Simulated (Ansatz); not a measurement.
Reaction (ligand exchange at the Si–Se bond): `C[SiH](F)[SeH]` + HBr → `C[SiH](F)Br` + H₂Se

Program: Ansatz. Geometries: PBE0-D4/def2-TZVP. ΔE: electronic, gas phase. CBS: MP2 limit from def2 TZ/QZ plus the TZ coupled-cluster correction, frozen cores. DFT in def2-TZVPP. B3LYP here is the variant with VWN-RPA as its local correlation; programs differ in this. HSE06 is defined as in plane-wave codes. For Br, Se outer-core shells are correlated without core-valence functions, which leaves a few kJ/mol of doubt a bond. Scalar relativity is left out up to krypton. Each species was taken in one conformer, which may not be the lowest.

| level | ΔE (kcal/mol) | difference from CCSD(T)/CBS |
| --- | --- | --- |
| LDA (SPW92) | -7.6 | 0.9 |
| revPBE-D4 | -7.4 | 1.1 |
| BLYP-D4 | -8.0 | 0.5 |
| r2SCAN-D4 | -8.7 | -0.2 |
| B97M-V | -9.2 | -0.7 |
| PBE0-D4 | -8.1 | 0.4 |
| B3LYP-D4 | -8.5 | 0.0 |
| HSE06-D4 | -8.1 | 0.4 |
| BHLYP-D4 | -9.2 | -0.7 |
| CAM-B3LYP-D4 | -8.9 | -0.4 |
| ωB97X-V | -8.9 | -0.4 |
| ωB97M-V | -9.0 | -0.5 |
| B2PLYP | -8.9 | -0.4 |
| PBE-QIDH | -8.7 | -0.2 |
| PBE | -7.9 | 0.6 |
| BLYP | -8.7 | -0.2 |
| r2SCAN | -8.8 | -0.3 |
| PBE0 | -8.4 | 0.1 |
| B3LYP | -9.0 | -0.5 |
| r2SCANh | -8.9 | -0.4 |
| r2SCAN0 | -9.0 | -0.5 |
| HSE06 | -8.4 | 0.1 |
| BHLYP | -9.7 | -1.2 |
| CAM-B3LYP | -9.2 | -0.7 |
| LC-ωPBE | -8.6 | -0.1 |
| RPA@PBE/def2-TZVPP | -8.2 | 0.3 |
| HF/def2-SVP | -10.1 | -1.6 |
| MP2/def2-SVP | -8.6 | -0.1 |
| CCSD/def2-SVP | -8.6 | -0.1 |
| CCSD(T)/def2-SVP | -8.4 | 0.1 |
| MP2/def2-TZVPP | -8.5 | 0.0 |
| SCS-MP2/def2-TZVPP | -8.8 | -0.3 |
| CCSD/def2-TZVPP | -8.7 | -0.2 |
| CCSD(T)/def2-TZVPP | -8.4 | 0.1 |
| HF/def2-QZVPP | -10.9 | -2.4 |
| MP2/def2-QZVPP | -8.6 | -0.1 |
| SCS-MP2/def2-QZVPP | -8.9 | -0.4 |
| HF/CBS(def2) | -10.9 | -2.4 |
| MP2/CBS(def2) | -8.7 | -0.2 |
| CCSD/CBS(def2) | -8.9 | -0.4 |
| CCSD(T)/CBS | -8.5 | 0 |

Largest T1 diagnostic among the species: 0.010.

In def2-TZVPP, CCSD(T) changes the Hartree–Fock value by +2.5 kcal/mol (the triples alone add +0.3 kcal/mol) and MP2 by +2.3 kcal/mol. Leaving LDA and LC-ωPBE aside and taking each functional with its dispersion term where it has one, the values spread over 1.8 kcal/mol, from BHLYP-D4 to revPBE-D4.
